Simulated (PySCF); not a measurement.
CaO, SMILES [O]=[Ca].

The structure is a stationary point at PBE0-D3(BJ)/def2-TZVPD.

All values below come from PBE/def2-TZVPD (PySCF).

Isolated molecule, no solvent.

Estimate the frontier levels, gap, dipole moment and polarisability. (The exact figures need the calculation; the answer reports its results.)


The highest occupied level is -3.83 eV and the lowest empty level is -2.44 eV. The orbital gap is 1.38 eV. The dipole moment is 7.92 D and the quadrupole, principal values (traceless, Buckingham form, about the centre of nuclear charge) is -9.45, 4.72, 4.72 D·Å. The mean static polarisability comes out as 56.1 bohr³ (8.32 Å³) and the polarisability, principal values is 33.9, 33.9, 100.6 bohr³.
